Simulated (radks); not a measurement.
Results of a calculation; reference values are marked as such.
All-electron atom: Br XXII in [Ne] 3s2 3p2 (the NIST ground configuration). Code: a radial shooting solver on a logarithmic mesh with Libxc functionals. Model: scalar-relativistic Kohn-Sham, PBEsol, spin-polarised, spherical densities, finite nucleus; open shells are filled with parallel spins first; Fermi nuclear charge, rms radius 4.1629 fm.

Radial electron density D(r) = 4 pi r^2 rho(r):

r (bohr)  D(r) (e/bohr)   spin D(r)
0.004343          6.002  -0.0000253
0.004858          7.189   0.0000666
0.005434          8.575    0.000227
0.006078          10.18    0.000494
0.006744          11.88    0.000888
0.007543          13.95     0.00155
0.008437          16.27     0.00257
0.009437          18.84     0.00413
0.01056           21.64     0.00649
0.01171           24.41     0.00971
0.0131            27.52      0.0148
0.01465           30.69      0.0222
0.01639           33.79      0.0329
0.01833           36.70      0.0483
0.02034           39.10      0.0682
0.02275           41.21      0.0980
0.02545           42.67       0.139
0.02846           43.38       0.195
0.03184           43.27       0.269
0.03533           42.46       0.358
0.03951           40.95       0.480
0.0442            39.03       0.631
0.04943           37.07       0.813
0.05529           35.48        1.02
0.06185           34.72        1.25
0.06862           35.04        1.46
0.07676           36.63        1.67
0.08585           39.40        1.82
0.09603           42.88        1.89
0.1074            46.33        1.82
0.1192            48.69        1.63
0.1333            49.48        1.28
0.1491            47.84       0.831
0.1668            43.64       0.376
0.1865            37.35      0.0500
0.207             30.55    -0.00126
0.2315            23.42       0.333
0.259             17.66        1.12
0.2896            13.99        2.27
0.324             12.37        3.57
0.3595            12.09        4.64
0.4021            12.11        5.34
0.4497            11.57        5.38
0.503             10.04        4.75
0.5626            7.719        3.67
0.6293            5.174        2.47
0.6983            3.123        1.50
0.781             1.553       0.752
0.8736           0.6492       0.318
0.9771           0.2241       0.112
1.093           0.06261      0.0319
1.213           0.01554     0.00810
1.356          0.002703     0.00145
1.517         0.0003537    0.000196

D(r) has 3 maxima, at r = 0.0296, 0.131, 0.389 bohr, and minima at 0.0633, 0.357 bohr, inside which lie 2.09, 10.72 electrons.
